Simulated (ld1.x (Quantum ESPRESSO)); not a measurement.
# germanium (Ge): from the effect back to the setting (RRKJ)

Base potential:

germanium (Ge), norm-conserving RRKJ (Kleinman–Bylander form), made with ld1.x (Quantum ESPRESSO) 7.5 (BLYP, scalar-relativistic). Core [Ne], reference 3s2 3p6 3d10 4s2 4p0 (charge +2). Waves: 3s (bound): rc 0.55 bohr; 3p (bound): rc 0.55 bohr; 3d (bound): rc 0.65 bohr. Local part: all-electron potential smoothed inside 0.45 bohr (lloc = -1). Core correction: none. rho0 = 0.02.

Occupied shells without a wave of their own: 4s. They enter only through the test configuration that unscreens the potential.

Cutoffs, loose and tight: the cutoffs (Ry, on a coarse ladder) from which the occupation-weighted sum of valence levels, in a spherical-Bessel basis at the reference potential, stays within 10 and 1 mRy of its value at 400 Ry. They do not see the model core or the augmentation charge, which bear on the density cutoff. Test errors are all-electron minus pseudo excitation energies from the reference, over the configurations 3s2 3p6 3d10 4s2 4p2; 3s2 3p6 3d10 4s2 4p1; 3s2 3p6 3d10 4s1 4p0; 3s2 3p6 3d9 4s2 4p2; 3s2 3p6 3d10 4s1 4p3; 3s2 3p6 3d9 4s2 4p3; 3s2 3p6 3d10 4s1 4p2; variants that change the core or the reference have their own tests.

Only the rcloc is moved (5 further runs of the sweep failed or gave no value and are left out):

| rcloc (bohr) | cutoff, loose | cutoff, tight | bound ghosts | largest test error (meV) | median size of the test errors |
| --- | --- | --- | --- | --- | --- |
| 0.5 | over 300 Ry | over 300 Ry | none | -837 | 194.0 meV |
| 0.6 | over 300 Ry | over 300 Ry | none | -341 | 137.3 meV |
| 0.64 | over 300 Ry | over 300 Ry | none | -265 | 113.6 meV |
| 0.7 | over 300 Ry | over 300 Ry | none | -197 | 82.5 meV |

One more run gave cutoff, loose: over 300 Ry; cutoff, tight: over 300 Ry; bound ghosts: none; largest test error (meV): -682; median size of the test errors: 177.9 meV. Which value of the rcloc was used?

0.52 bohr. The median size of the test errors moves one way along this sweep, from 194.0 meV at 0.5 to 82.5 meV at 0.7 bohr, which places the run between 0.5 and 0.6 bohr.
